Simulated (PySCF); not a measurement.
How the method changes the constants of NaZn

State: ²Σ⁺ (doublet), unpaired electrons σ ↑. Set-up: Na 6-31G(d,p), Zn 6-31G(d,p); no relativity (PySCF 2.14). De refers to Na + Zn in their ground configurations, without counterpoise correction. The functionals are run spin-unrestricted. A positive dipole means Na(−)Zn(+). Levels whose curve was spin-contaminated or gave no clean fit are not listed.

```
      Level  Re (Å)  ωe (cm⁻¹)  De (eV)  μ (D)
    UHF-MP2   2.889        144    0.168    n/a
UHF-SCS-MP2   2.927        132    0.125    n/a
        LDA   2.670        211     0.65  -0.39
        PBE   2.739        192    0.499  -0.18
     revPBE   2.776        181    0.425  -0.10
     r²SCAN   2.770        183    0.495  -0.78
       PBE0   2.819        165    0.362  -0.25
    r²SCAN0   2.833        164    0.396  -0.82
```

The bond length runs from 2.670 Å (LDA) to 2.927 Å (UHF-SCS-MP2). De spans 0.12 eV (UHF-SCS-MP2, perturbation theory) to 0.65 eV (LDA, local density).

Correlated steps freeze 6 core orbitals. Correlated levels converge slowly with the basis: in double zeta they bind strong bonds too weakly, by up to about 1 eV, and carry superposition errors of some tenths. The state is the lowest determinant that a PBE0 search found; another state may lie lower at other levels.
